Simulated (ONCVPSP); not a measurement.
**Transferability test, ONCV potential for Sr (Z = 38)**

```
Element                 : Sr
Generator               : ONCVPSP 4.0.1
Type                    : optimised norm-conserving Vanderbilt (ONCV)
Functional              : PBE
Relativity              : scalar-relativistic
Frozen core             : [Ar] 3d10
Valence charge          : 10
Reference configuration : 4s2 4p6 5s2
Partial waves           : 4s+5s: rc 2.50 bohr, ncon 3, nbas 6, qcut 5.8 1/bohr, 2 projectors; 4p: rc 2.05 bohr, ncon 3, nbas 7, qcut 6 1/bohr, 3 projectors, debl 1.4 Ha; d scattering state at 0.1 Ha: rc 2.70 bohr, ncon 4, nbas 8, qcut 4.1 1/bohr, 3 projectors, debl 2.7 Ha
Local potential         : polynomial inside 1.80 bohr (lpopt 1, dvloc0 6 Ha)
Core correction         : none
```

In the d channel the program set the typed energies aside and used 0.050, 2.750, 5.450 Ha.

Energies are relative to the spin-unpolarised reference configuration 4s2 4p6 5s2; without spin polarisation the order of configurations can differ from experiment.

```tsv
valence configuration	charge	ΔE all-electron (eV)	error AE − PS (meV)
4s2 4p6 5s1	+1	5.885	-0.6
4s2 4p6 5s0	+2	16.891	-2.5
4s2 4p6 5s1.5	+0.5	2.339	-0.2
```

Problem. What are ΔE and the potential's error for 4s2 4p6 4d1 5s1?

Solution. ΔE = 2.325 eV all-electron; the error (AE − PS) is -0.7 meV.

Levels in the configuration 4s2 4p6 5s1:

```tsv
level	all-electron (eV)	pseudo (eV)
4s	-47.232	-47.241
4p	-29.114	-29.115
5s	-8.348	-8.349
```
